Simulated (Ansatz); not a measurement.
Basis-set series for BClH2Zn (`Cl[BH][ZnH]`). Charge 0, multiplicity 1. All single points use the PBE0-D4/def2-TZVP geometry.

```
atom   x (Å)   y (Å)   z (Å)
 Cl1  -0.420   1.995  -0.831
  B2  -0.706   0.436  -0.081
 Zn3   0.890  -0.860   0.243
  H4  -1.856   0.246   0.191
  H5   2.092  -1.817   0.478
```

```json
{"functional": "PBE0-D4", "basis": "def2-TZVPP", "functions": "165", "energy (Eh)": "-2265.22326", "HOMO (eV)": "-7.00", "LUMO (eV)": "-2.36"}
{"functional": "PBE0-D4", "basis": "def2-QZVPP", "functions": "287", "energy (Eh)": "-2265.28130", "HOMO (eV)": "-7.02", "LUMO (eV)": "-2.39"}
{"functional": "ωB97M-V", "basis": "def2-TZVPP", "functions": "165", "energy (Eh)": "-2265.52281", "HOMO (eV)": "-9.12", "LUMO (eV)": "-0.48"}
{"functional": "ωB97M-V", "basis": "def2-QZVPP", "functions": "287", "energy (Eh)": "-2265.57899", "HOMO (eV)": "-9.14", "LUMO (eV)": "-0.55"}
```

Give the rows for def2-SVP. (An estimate is asked.)

Ansatz gave: 
```csv
functional,basis,functions,energy (Eh),HOMO (eV),LUMO (eV)
PBE0-D4,def2-SVP,73,-2264.77936,-6.82,-2.07
ωB97M-V,def2-SVP,73,-2265.07924,-8.88,0.06
```

Scalar relativity is left out up to krypton.
